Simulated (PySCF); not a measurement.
First SCF of a structure search on doublet [WN2]-, at a hand-made end-on geometry. PySCF input:

```python
from pyscf import gto, scf, dft
mol = gto.M(atom='''
W      0.000000     0.000000     0.000000
N      0.000000     0.000000     2.142400
N      1.044000     0.000000     2.742400''',
    basis={'W': 'def2-SVPD', 'N': 'def2-SVPD'},
    ecp={'W': 'def2-SVPD'},
    charge=-1, spin=1)
mf = dft.UKS(mol, xc='B3LYP')
mf.grids.atom_grid = (50, 194)
aux = {'W': 'def2-universal-JKFIT', 'N': 'def2-universal-JKFIT'}
mf = mf.density_fit(auxbasis=aux)
mf.conv_tol = 1e-08
mf.diis_space = 10
mf.max_cycle = 60
mf.init_guess = 'minao'
mf.verbose = 4
mf.kernel()
```

Excerpt of the output (cycles alone):

```
init E= -164.392976741282
cycle= 1 E= -175.834695669621  delta_E= -11.4  |g|= 0.776  |ddm|= 5.15
cycle= 2 E= -171.238033305236  delta_E=  4.6  |g|=  2.2  |ddm|= 6.45
cycle= 3 E= -175.943143848479  delta_E= -4.71  |g|= 0.751  |ddm|= 5.92
cycle= 4 E= -175.975061327551  delta_E= -0.0319  |g|= 0.818  |ddm|= 1.96
cycle= 5 E= -176.248665702169  delta_E= -0.274  |g|= 0.445  |ddm|= 0.439
cycle= 6 E= -176.349563011113  delta_E= -0.101  |g|= 0.185  |ddm|= 0.38
cycle= 7 E= -176.367779621726  delta_E= -0.0182  |g|= 0.0912  |ddm|= 0.255
cycle= 8 E= -176.372614897136  delta_E= -0.00484  |g|= 0.0266  |ddm|= 0.138
cycle= 9 E= -176.374032338405  delta_E= -0.00142  |g|= 0.0133  |ddm|= 0.0837
cycle= 10 E= -176.374959316316  delta_E= -0.000927  |g|= 0.0134  |ddm|= 0.0588
cycle= 11 E= -176.373495425263  delta_E= 0.00146  |g|= 0.0129  |ddm|= 0.0952
cycle= 12 E= -176.3696897327  delta_E= 0.00381  |g|= 0.0341  |ddm|= 0.469
cycle= 13 E= -176.370536117031  delta_E= -0.000846  |g|= 0.0126  |ddm|= 0.0793
... 14 lines left out ...
cycle= 28 E= -176.370645219696  delta_E= -1.37e-06  |g|= 0.000398  |ddm|= 0.0048
cycle= 29 E= -176.370645586902  delta_E= -3.67e-07  |g|= 0.0004  |ddm|= 0.000867
cycle= 30 E= -176.370644181025  delta_E= 1.41e-06  |g|= 0.000336  |ddm|= 0.003
cycle= 31 E= -176.370642817847  delta_E= 1.36e-06  |g|= 0.000296  |ddm|= 0.00523
cycle= 32 E= -176.370642828116  delta_E= -1.03e-08  |g|= 0.000222  |ddm|= 0.00235
cycle= 33 E= -176.370642580076  delta_E= 2.48e-07  |g|= 0.000136  |ddm|= 0.00337
cycle= 34 E= -176.370642648529  delta_E= -6.85e-08  |g|= 6.16e-05  |ddm|= 0.00301
cycle= 35 E= -176.370642642712  delta_E= 5.82e-09  |g|= 3.02e-05  |ddm|= 0.00199
Extra cycle  E= -176.370642651638  delta_E= -8.93e-09  |g|= 7.03e-05  |ddm|= 0.000333
converged SCF energy = -176.370642651638  <S^2> = 0.82972039  2S+1 = 2.0781919
```

This is not the lowest solution: another start and a stability analysis within the same unrestricted form found one 58.1 kJ/mol lower, at -176.39277 Eh.

Other spin states or occupations of the open shell can lie lower. With an element this heavy the missing spin–orbit coupling can shift these numbers.

The search for the lowest solution, 2 starts and the stability check together, took 39 s on 2 threads of a shared Intel Xeon 6975P-C (Granite Rapids) host, with 75 basis functions; the process peaked at 0.35 GiB.
